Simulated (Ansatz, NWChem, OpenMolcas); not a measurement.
## BBrCl2 (bromodichloroborane): methods side by side

The species is BBrCl2 (4 atoms), meant as a singlet with charge 0. SMILES: `ClB(Cl)Br`. The coordinates come from a PBE0-D4/def2-TZVP relaxation.

Quantity: the HOMO–LUMO gap, in eV. The values are calculated.

```json
{"level": "HF/cc-pVDZ", "kind": "Hartree–Fock", "program": "OpenMolcas", "value (eV)": "13.75", "CPU time": "6.1 s"}
{"level": "TPSS/cc-pVDZ", "kind": "meta-GGA", "program": "NWChem", "value (eV)": "4.91", "CPU time": "2.3 min"}
{"level": "r2SCAN/cc-pVDZ", "kind": "meta-GGA", "program": "OpenMolcas", "value (eV)": "5.30", "CPU time": "18 s"}
{"level": "BHLYP/cc-pVDZ", "kind": "global hybrid", "program": "OpenMolcas", "value (eV)": "9.19", "CPU time": "13 s"}
{"level": "PBE0/cc-pVDZ", "kind": "global hybrid", "program": "OpenMolcas", "value (eV)": "6.93", "CPU time": "14 s"}
{"level": "r2SCAN0/cc-pVDZ", "kind": "hybrid meta-GGA", "program": "Ansatz", "value (eV)": "7.32", "CPU time": "22 s"}
{"level": "wB97X/cc-pVDZ", "kind": "range-separated hybrid", "program": "Ansatz", "value (eV)": "11.53", "CPU time": "28 s"}
{"level": "B2PLYP/cc-pVDZ", "kind": "double hybrid", "program": "NWChem", "value (eV)": "9.47", "CPU time": "56 s"}
```

All-electron rows without a relativistic Hamiltonian named are non-relativistic. The values span 4.91 to 13.75 eV. Orbital gaps aren't excitation energies, and those of double hybrids come from the SCF part alone; they tend to grow with the share of exact exchange. CPU times are rough (shared hosts, several kinds of processor and program).
